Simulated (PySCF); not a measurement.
Au³⁺: ionisation energy

Au³⁺ [Xe] 4f14 5d8 [5d3/2^4 5d5/2^4, M_J = 4] → Au⁴⁺ [Xe] 4f14 5d7 [5d3/2^4 5d5/2^3, M_J = 9/2], as a difference of total energies. All numbers are calculated (PySCF 2.14, the two-component X2C-1e Hamiltonian, in x2c-QZVPPall-2c (16s16p12d7f2g, 191 functions)). Correlated levels: [Kr] 4d10 4f14 frozen; the 58 highest virtual spinors dropped. "Screened" scales the spin-orbit matrix elements by Boettger's factors to mimic the two-electron term; Breit and QED terms are absent.

```
                    method  ionisation energy (eV)
           GHF (spin-free)                  44.780
          GMP2 (spin-free)                  46.255
 GHF (screened spin-orbit)                  44.321
GMP2 (screened spin-orbit)                  45.771
```

Q: How much does correlation contribute at GMP2 (screened spin-orbit)?

A: 45.771 − (44.321) = 1.450 eV, measured against GHF (screened spin-orbit).

The spin-free rows relax to the high-spin LS determinant and lack the spin-orbit shift.

The labels give the starting determinants; with spin-orbit coupling the two ends relaxed to ⟨J²⟩ = 20.01, ⟨L²⟩ = 12.50, ⟨S²⟩ = 2.09 and ⟨J²⟩ = 24.76, ⟨L²⟩ = 13.52, ⟨S²⟩ = 3.44.

For comparison: 45 ± 1.7 eV (theoretical estimate listed by NIST; NIST Atomic Spectra Database, ionization energies).
